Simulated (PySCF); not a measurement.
## B (boron, neutral) across methods

[He] 2s1 2p2, high-spin 4P determinant (an excited configuration). Computed with PySCF 2.14 in aug-cc-pVTZ (5s4p3d2f, 46 functions), with no relativity, point nucleus.

```tsv
method	E (hartree)	mean ε 1s β (eV)	mean ε 2s α (eV)	mean ε 2p α (eV)	Σ⟨r²⟩ (bohr²)	⟨S²⟩
wB97X-V	-24.5232	-188.86	-15.148	-8.447	16.28	3.750
PBE0	-24.4995	-186.94	-12.490	-6.112	16.13	3.750
UHF	-24.45136	-207.98	-17.530	-9.698	15.77	3.750
LDA	-24.2334	-177.74	-10.622	-4.844	16.59	3.750
B97-3	-24.5253	-187.87	-12.487	-6.084	16.02	3.750
r2SCAN	-24.5284	-182.74	-11.300	-5.132	16.05	3.750
M06-L	-24.5288	-183.08	-11.097	-4.876	15.87	3.750
wB97X	-24.5308	-188.77	-15.127	-8.419	16.16	3.750
```

Task: Estimate the same row for PBE.

Result: E (hartree) = -24.4894; mean ε 1s β (eV) = -179.72; mean ε 2s α (eV) = -10.709; mean ε 2p α (eV) = -4.841; Σ⟨r²⟩ (bohr²) = 16.43; ⟨S²⟩ = 3.750.
